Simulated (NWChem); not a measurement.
Correlation energy of Te (+1)

SMILES: [Te+]
```xyz
1

Te     0.0000     0.0000     0.0000
```
Charge +1, spin multiplicity 4.

Everything below was run with NWChem.

Basis set: def2-TZVP. Each correlation energy counts from its own Hartree-Fock reference.

Effective core potentials replace the inner electrons of Te; spin-orbit coupling is left out. The correlated methods keep 4 core orbitals frozen. No SCF solution was tested for a lower state. Open-shell Hartree-Fock references start from PBE0 orbitals. No row is a measurement; the coupled-cluster row has its own basis-set and correlation limits.

```csv
method,correlation energy (mHa)
UMP2,?
CCSD on UHF,?
CCSD[T] on UHF,-371.8
CCSD(T) on ROHF,-373.8
CCSD on ROHF,?
CCSD(T) on UHF,-371.7
CCSD[T] on ROHF,-373.9
SCS-UMP2,?
```

Question: Fill in the missing entries.

Answer: 
- UMP2, correlation energy (mHa): -386.5
- CCSD on UHF, correlation energy (mHa): -366.4
- CCSD on ROHF, correlation energy (mHa): -368.2
- SCS-UMP2, correlation energy (mHa): -334.4
